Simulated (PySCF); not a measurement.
Geometry (Å), atoms numbered from 1 in this order:
```xyz
16

N    -2.758   -0.670   -0.229
N    -1.898    0.391   -0.067
C    -0.529    0.262    0.000
C     0.089   -0.990    0.156
C     1.476   -1.085    0.244
C     2.279    0.051    0.180
C     1.668    1.298    0.024
C     0.287    1.408   -0.066
H    -2.816   -1.220    0.626
H    -2.452   -1.290   -0.983
H    -2.269    1.283   -0.366
H    -0.523   -1.892    0.213
H     1.933   -2.070    0.367
H     3.365   -0.031    0.248
H     2.279    2.203   -0.031
H    -0.179    2.390   -0.188
```

PySCF 2.14.0 with density-fitted response routines calculation with shielding tensors at PBE/pcSseg-1 (GIAO), PBE0-D3(BJ)/def2-SVP structure and couplings computed with B3LYP/pcJ-1 (spin–dipole term only in couplings to heteroatoms); gas phase, fast rotation and ring inversion assumed for equivalent nuclei, one conformer, non-relativistic Hamiltonian.

Predict the 2D correlation tables (HSQC, COSY, HMBC).

Results:



HSQC (one-bond C–H):
```csv
δH,δC,"¹J(C,H) (Hz)"
7.09 (H13/H15),131.8 (C5/C7),164
6.61 (H14),119.7 (C6),169
6.24 (H12/H16),109.1 (C4/C8),163
```

COSY cross peaks (|J| ≥ 2 Hz):
```csv
δH,δH,abs. J (Hz),bonds
7.09 (H13/H15),6.61 (H14),8.1,3
7.09 (H13/H15),6.24 (H12/H16),9.0,3
```

HMBC (two and three bonds, |J| ≥ 2.5 Hz):
```csv
δH,δC [abs. J in Hz]
7.09 (H13/H15),"151.1 (C3) [8.6], 131.8 (C5/C7) [8.7]"
6.61 (H14),109.1 (C4/C8) [8.3]
6.24 (H12/H16),"119.7 (C6) [7.8], 109.1 (C4/C8) [5.7]"
```

δ = σ(ref) − σ, references computed at the same level: ¹H and ¹³C against TMS.

The OH or NH signal is concentration- and solvent-dependent in practice; the value given is the gas-phase one. Unscaled 3J(H,H) at this level run about 10 % above measured values. Shifts are as computed. Against solution values, carbons near 30 ppm lie about +2 ppm off and those near 130 ppm about +2 ppm. Of 1211 compounds with measured shifts, 218 miss one by over three times the rms of a fit or turn the order of signals round; such compounds aren't used in these exercises.
